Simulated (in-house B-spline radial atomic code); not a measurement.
Configurations of Ta⁺, with energies counted from [Xe] 4f14 (5d3/2)3 6s1. Method: Dirac-Hartree-Fock, average of each configuration as written, Fermi nucleus of rms radius 5.3507 fm. Calculated with a radial B-spline atomic code at the basis-set limit. Energies include first-order Breit, QED and recoil terms.

Occupations are held fixed; configurations that lie above the ionisation limit could autoionise.

| configuration | E - E(ref) (eV) | highest orbital | its <r> (bohr) |
| --- | --- | --- | --- |
| [Xe] 4f14 (5d3/2)1 (5d5/2)2 8s1 | 11.547 | 8s1/2 | 12.73 |
| [Xe] 4f14 (5d3/2)1 (5d5/2)2 (5g7/2)1 | 12.602 | 5g7/2 | 13.74 |
| [Xe] 4f14 (5d3/2)1 (5d5/2)2 (6g7/2)1 | 13.268 | 6g7/2 | 21.99 |
| [Xe] 4f14 (5d3/2)1 (5d5/2)1 6s1 (9f5/2)1 | 14.167 | 9f5/2 | 44.18 |
| [Kr] (4d3/2)4 (4d5/2)5 4f14 5s2 5p6 (5d3/2)3 6s1 (9g9/2)1 | 244.88 | 9g9/2 | 55.71 |

Problem. Order these further configurations by energy, lowest first.
A. [Xe] 4f14 (5d3/2)2 (5d5/2)1 6s1
B. [Xe] 4f14 (5d5/2)3 6s1
C. [Xe] 4f14 (5d5/2)2 6s1 (10g7/2)1
D. [Xe] 4f14 (5d3/2)3 (7g7/2)1
E. [Kr] (4d3/2)3 (4d5/2)6 4f14 5s2 5p6 (5d5/2)3 6s1 (10f5/2)1

Solution. A (0.7542 eV), B (1.5769 eV), D (12.278 eV), C (14.969 eV), E (258.71 eV).

Problem. How far above the reference does [Xe] (4f5/2)5 (4f7/2)8 (5d3/2)1 (5d5/2)2 6s1 (9p3/2)1 lie?

Solution. 38.75 eV; its least bound orbital is 9p3/2 with <r> = 22.21 bohr.
